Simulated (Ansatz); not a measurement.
Program: Ansatz. Geometries: PBE0-D4/def2-TZVP. ΔE: electronic, gas phase. CCSD(T)/CBS adds triple-zeta CCSD(T) − MP2 to the extrapolated MP2 energy (def2 sets, frozen cores). Functionals use def2-TZVPP. B3LYP here is the variant with VWN-RPA as its local correlation; programs differ in this. For Ge outer-core shells are correlated without core-valence functions, which leaves a few kJ/mol of doubt a bond. Scalar relativity is left out up to krypton. Each species was taken in one conformer, which may not be the lowest.

Consider the cleavage of the Si–Ge bond: `[SiH3][Ge]([Cl])([Cl])[Cl]` + `CC(C)=N` → `CC(C)=N[SiH3]` + `[Cl][GeH]([Cl])[Cl]`.

`[SiH3][Ge]([Cl])([Cl])[Cl]`:

Cartesian coordinates in Å:
```
Si -0.820 0.999 0.295
Ge 0.653 -0.797 -0.236
Cl 1.559 -1.629 1.519
Cl -0.363 -2.398 -1.234
Cl 2.246 -0.168 -1.524
H -0.015 2.040 0.976
H -1.874 0.457 1.184
H -1.386 1.497 -0.980
```

`CC(C)=N`:

Z-matrix (Å, degrees):
```
C
C 1 1.502
H 1 1.091 2 111.6
H 1 1.094 2 110.5 3 121.2
H 1 1.094 2 110.4 3 -121.1
C 2 1.497 1 115.9 3 -179.5
N 2 1.268 1 125.1 3 0.5
H 6 1.094 2 110.6 1 -58.5
H 6 1.088 2 110.2 1 -179.6
H 6 1.094 2 110.5 1 59.5
H 7 1.021 2 110.6 1 -0.0
```

`CC(C)=N[SiH3]`:

```xyz
14

C    -1.943   -0.554   -0.337
C    -0.521   -0.151   -0.090
C    -0.313    0.935    0.937
N     0.418   -0.712   -0.728
Si    2.113   -0.378   -0.580
H    -2.403   -0.902    0.594
H    -2.527    0.311   -0.667
H    -1.992   -1.340   -1.088
H    -1.247    1.293    1.370
H     0.207    1.783    0.480
H     0.326    0.565    1.744
H     2.600   -0.572    0.818
H     2.428    1.024   -0.984
H     2.855   -1.303   -1.469
```

`[Cl][GeH]([Cl])[Cl]`:

Cartesian coordinates in Å:
```
Cl -0.619 1.814 0.810
Ge -0.111 -0.054 -0.068
Cl 1.507 0.251 -1.414
Cl 0.534 -1.370 1.473
H -1.311 -0.642 -0.802
```

| level | ΔE (kJ/mol) | difference from CCSD(T)/CBS |
| --- | --- | --- |
| r2SCAN-D4 | 2.9 | -0.5 |
| PBE0-D4 | 9.7 | 6.3 |
| B3LYP-D4 | 4.5 | 1.1 |
| ωB97X-V | 0.6 | -2.8 |
| B2PLYP | 0.3 | -3.1 |
| PBE | 14.2 | 10.8 |
| r2SCAN | 3.0 | -0.4 |
| HF/def2-TZVPP | -11.2 | -14.6 |
| MP2/def2-TZVPP | -2.8 | -6.2 |
| SCS-MP2/def2-TZVPP | -4.0 | -7.4 |
| CCSD/def2-TZVPP | 1.2 | -2.2 |
| HF/def2-QZVPP | -12.7 | -16.1 |
| MP2/def2-QZVPP | -2.6 | -6.0 |
| SCS-MP2/def2-QZVPP | -4.2 | -7.6 |
| MP2/CBS(def2) | -1.5 | -4.9 |
| CCSD/CBS(def2) | 2.4 | -1.0 |
| CCSD(T)/CBS | 3.4 | 0 |

Largest T1 diagnostic among the species: 0.012.

From PBE to PBE0 (25 % exact exchange), in def2-TZVPP and without D4, ΔE moves by −4.9 kJ/mol. In def2-TZVPP, CCSD(T) changes the Hartree–Fock value by +13.3 kJ/mol (the triples alone add +1.0 kJ/mol) and MP2 by +8.4 kJ/mol.
